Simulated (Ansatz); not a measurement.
Reaction (atomization): `O=CC([SiH3])[SiH3]` → 2 C• + 8 H• + O• + 2 Si•

Computed with Ansatz on PBE0-D4/def2-TZVP structures; ΔE is electronic, products minus reactants. CCSD(T)/CBS adds triple-zeta CCSD(T) − MP2 to the extrapolated MP2 energy (def2 sets, frozen cores). This one scheme is used for every species, atoms too. For atomizations the MP2-based limit and the directly extrapolated one differ by several kJ/mol either way, and by 10 to 25 for some Ge, Se and Sn compounds, so smaller differences from it don't rank the levels. Functionals use def2-TZVPP. B3LYP here is the variant with VWN-RPA as its local correlation; programs differ in this. Open shells (•) are unrestricted, without spin–orbit coupling. Spin–orbit coupling would lower the free atoms: a little for C, O, Si. Each species was taken in one conformer, which may not be the lowest.

Task: What is ΔE at CCSD(T)/CBS? (Estimate.)

Result: Computed: +4598.1 kJ/mol.

Task: What do these levels give: LDA (SPW92), CAM-B3LYP-D4, ωB97X-V, revPBE, BLYP, PBE0, B3LYP, CCSD/def2-SVP, MP2/def2-TZVPP, CCSD(T)/def2-TZVPP, HF/def2-QZVPP, MP2/def2-QZVPP? (Best estimate.)

Result: The calculation gave: LDA (SPW92) 5188.3, CAM-B3LYP-D4 4611.9, ωB97X-V 4622.6, revPBE 4462.1, BLYP 4509.4, PBE0 4551.5, B3LYP 4544.6, CCSD/def2-SVP 4306.7, MP2/def2-TZVPP 4525.5, CCSD(T)/def2-TZVPP 4484.8, HF/def2-QZVPP 3404.4, MP2/def2-QZVPP 4592.9 kJ/mol.

Largest T1 diagnostic among the species: 0.014.

From BLYP to BHLYP (50 % exact exchange), in def2-TZVPP and without D4, ΔE moves by −60.4 kJ/mol: exact exchange takes away binding that semilocal exchange gives to molecules. Leaving LDA and LC-ωPBE aside and taking each functional with its dispersion term where it has one, the values, not all of them listed here, spread over 151.8 kJ/mol, from BHLYP-D4 to PBE-D4. LDA lies +579.4 kJ/mol from PBE without D4, its usual overbinding.
